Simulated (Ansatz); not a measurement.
C2H4NSi, SMILES `C#C[N+][SiH3]` (lower triplet) (charge 1, multiplicity 3). This triplet lies 0.95 eV below the relaxed singlet at the level B3LYP/cc-pVTZ // B3LYP-D3(BJ)/def2-TZVP (Ansatz, a first-principles code).

Cartesian coordinates (Å):
SMILES: C#C[N+][SiH3]
```xyz
8

C      1.9771     1.5509     0.5708
C      0.9974     0.7833     0.2383
N      0.0964     0.0751    -0.0699
Si    -1.2838    -1.0085    -0.5347
H      2.7885     2.1932     0.8510
H     -0.7729    -1.6748    -1.7397
H     -1.4259    -1.8663     0.6490
H     -2.3768    -0.0528    -0.7569
```
Charge +1, spin multiplicity 3.

Frozen-core energies in cc-pVDZ from Ansatz at a geometry from B3LYP-D3(BJ)/def2-TZVP; the HF reference has <S^2> = 2.26 and the T1 diagnostic is 0.031.

| level | energy (Ha) |
|---|---|
| HF | -421.12422 |
| MP2 | -421.54801 |
| CCSD | -421.60888 |
| CCSD(T) | -421.62610 |

Question: Estimate the energies of CCSDT and CCSDT(Q), and give each level's difference from CCSDT(Q).

Answer: 
| level | energy (Ha) | difference from CCSDT(Q) (mHa) |
|---|---|---|
| MP2 | -421.54801 | 81.84 |
| CCSD | -421.60888 | 20.97 |
| CCSD(T) | -421.62610 | 3.75 |
| CCSDT | -421.62811 | 1.73 |
| CCSDT(Q) | -421.62985 | 0.00 |
